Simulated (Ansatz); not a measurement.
Consider the substitution at a C–B bond: `OB(F)CF` + `N=C=O` → `O=C=NCF` + `OBF`.

Gas-phase electronic energies from Ansatz, PBE0-D4/def2-TZVP geometries. CCSD(T)/CBS is the MP2 limit (def2-TZVPP, def2-QZVPP) plus CCSD(T) − MP2 in def2-TZVPP, frozen cores. This one scheme is used for every species. DFT in def2-TZVPP. Each species was taken in one conformer, which may not be the lowest.

`OB(F)CF`:

Cartesian coordinates in Å:
```
O 1.549 -0.710 0.174
B 0.612 0.200 0.487
F 0.893 1.103 1.418
C -0.803 0.231 -0.209
F -0.893 -0.795 -1.151
H 1.238 -1.312 -0.510
H -1.614 0.100 0.515
H -0.981 1.182 -0.723
```

`N=C=O`:

```xyz
4

N    -0.204    0.140   -0.725
C    -0.115    0.040    0.476
O    -0.155    0.010    1.636
H     0.474   -0.190   -1.387
```

`O=C=NCF`:

Cartesian coordinates in Å:
```
O -0.365 -0.819 -2.489
C 0.039 -0.456 -1.462
N 0.569 -0.086 -0.448
C 0.102 0.274 0.837
F -1.263 0.164 0.933
H 0.371 1.312 1.046
H 0.546 -0.388 1.585
```

`OBF`:

Cartesian coordinates in Å:
```
O 0.033 0.793 0.615
B -0.191 -0.121 -0.345
F 0.447 -1.290 -0.321
H 0.673 0.506 1.275
H -0.962 0.111 -1.224
```

```csv
level,ΔE (kJ/mol),difference from CCSD(T)/CBS
revPBE-D4,47.9,-4.3
PBE0-D4,49.8,-2.4
r2SCAN0-D4,52.3,0.1
CAM-B3LYP-D4,48.6,-3.6
ωB97X-V,48.5,-3.7
PBE-QIDH,48.7,-3.5
revPBE,47.0,-5.2
r2SCAN,52.8,0.6
PBE0,49.5,-2.7
MP2/def2-SVP,35.5,-16.7
CCSD/def2-SVP,37.1,-15.1
CCSD/def2-TZVPP,49.6,-2.6
HF/def2-QZVPP,42.7,-9.5
MP2/def2-QZVPP,48.6,-3.6
HF/CBS(def2),42.7,-9.5
MP2/CBS(def2),49.9,-2.3
CCSD(T)/CBS,52.2,0
```

Largest T1 diagnostic among the species: 0.018.

In def2-TZVPP, CCSD(T) changes the Hartree–Fock value by +6.6 kJ/mol (the triples alone add −0.5 kJ/mol) and MP2 by +4.3 kJ/mol. At CCSD(T), def2-SVP lies −16.0 kJ/mol from the extrapolated value and def2-TZVPP −3.1 kJ/mol.
